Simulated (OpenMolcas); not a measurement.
## K: effect of the active space

```
Program             : OpenMolcas
Method              : SS-CASPT2, IPEA 0.25 Eh, imaginary shift 0.1 Eh
Basis               : ANO-RCC-VDZP
Scalar Hamiltonian  : DKH3, point nucleus
Spin-orbit coupling : RASSI with atomic mean-field integrals over the reference wave functions, term energies averaged over their components
```

A. 1 electron in 4 orbitals (4s 4p); 2S+1 = 2 even, 1 root; 2S+1 = 2 odd, 3 roots; closed shells correlated: 3s 3p; CASPT2 step about 0.7 core-seconds
B. 1 electron in 8 orbitals (4s 4p 5s 5p); 2S+1 = 2 even, 1 root; 2S+1 = 2 odd, 3 roots; closed shells correlated: 3s 3p; CASPT2 step of the order of 0.8 core-seconds

Energies in cm-1 above 4s 2S 1/2, the measured ground level; measured values from NIST Handbook of Basic Atomic Spectroscopic Data.

```json
{"Level": "4s 2S 1/2", "A": "0.0", "B": "0.0", "Measured": "0.0"}
{"Level": "4p 2P* 1/2", "A": "12656", "B": "12670", "Measured": "12985"}
{"Level": "4p 2P* 3/2", "A": "12694", "B": "12708", "Measured": "13043"}
```

Deviations, from unrounded energies. A percentage is the sum of absolute deviations over the sum of measured energies, with the sign that they share, or ± where signs differ.

```tsv
Against measurement	Levels	A	B
mean absolute deviation (cm-1)	2	340	330
other configurations (%)	2	-2.6	-2.5
```

A, B lie about equally close to measurement. The largest miss of B in the table is 4p 2P* 3/2, by -330 cm-1. The ranking rests on the paired levels alone, and a cruder setting can come out closer through cancelling errors.

Between A and B the level of the table that moves most is 4p 2P* 3/2, by 14 cm-1 (lowest in A, highest in B).

ANO sets are built for ground and valence states and can reach diffuse excited orbitals poorly. With one active electron, CASPT2 adds the correlation within the correlated inactive shells and between them and that electron, and leaves the splitting within a term as the reference gives it. With one active electron outside closed inactive shells, the extra shells (5p 5s) add no correlation to the reference (holds for B). Computed and measured levels are paired by configuration, term and J; levels that our copy of the source lacks, or whose pairing is in doubt (as where it misses far off the trend of its configuration), stay unpaired and out of the deviations. Only configurations of the active space appear.

* marks odd parity.
